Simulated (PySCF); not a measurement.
Electronic structure of Ni⁺ (nickel, charge +1) at the BP86 level

Configuration: [Ar] 3d9, 2D determinant. Calculation: PySCF 2.14, in cc-pVTZ; the non-relativistic Hamiltonian (point nucleus).

```json
{
 "Total energy": "-1508.252 hartree",
 "One-electron energy": "-2088.631 hartree",
 "Hartree (Coulomb) energy": "643.645 hartree",
 "Exchange-correlation energy": "-63.266 hartree",
 "Kinetic energy": "1505.98220 hartree",
 "⟨S²⟩": "0.7782",
 "⟨L²⟩": "6.095",
 "Sum of ⟨r⟩": "17.76 bohr",
 "Sum of ⟨r²⟩": "20.36 bohr²",
 "Traceless quadrupole moment −½Σ⟨3z² − r²⟩ along its main axis": "-0.570 e·bohr²",
 "Density at the nucleus (Gaussians lack the cusp)": "14800 bohr⁻³",
 "Spin density at the nucleus": "0.101 bohr⁻³",
 "Langevin diamagnetic susceptibility": "-16.1 ×10⁻⁶ cm³/mol",
 "Time after the integrals": "2.9 s of wall time on 1 thread of Neoverse-N1 (shared host)"
}
```

| shell | electrons | mean orbital energy (hartree) | spread (hartree) | rms radius, mean of both spins (bohr) |
| --- | --- | --- | --- | --- |
| 1s α | 1 | -298.73687 | 0 | 0.0634 |
| 1s β | 1 | -298.73666 | 0 | 0.0634 |
| 2s α | 1 | -35.50666 | 0 | 0.269 |
| 2s β | 1 | -35.48640 | 0 | 0.269 |
| 2p α | 3 | -31.01379 | 0.03491 | 0.240 |
| 2p β | 3 | -30.99864 | 0.01939 | 0.240 |
| 3s α | 1 | -4.10864 | 0 | 0.810 |
| 3s β | 1 | -4.06695 | 0 | 0.810 |
| 3p α | 3 | -2.74112 | 0.06695 | 0.859 |
| 3p β | 3 | -2.70039 | 0.02825 | 0.859 |
| 3d α | 5 | -0.50335 | 0.07487 | 1.25 |
| 3d β | 4 | -0.47054 | 0.04540 | 1.25 |
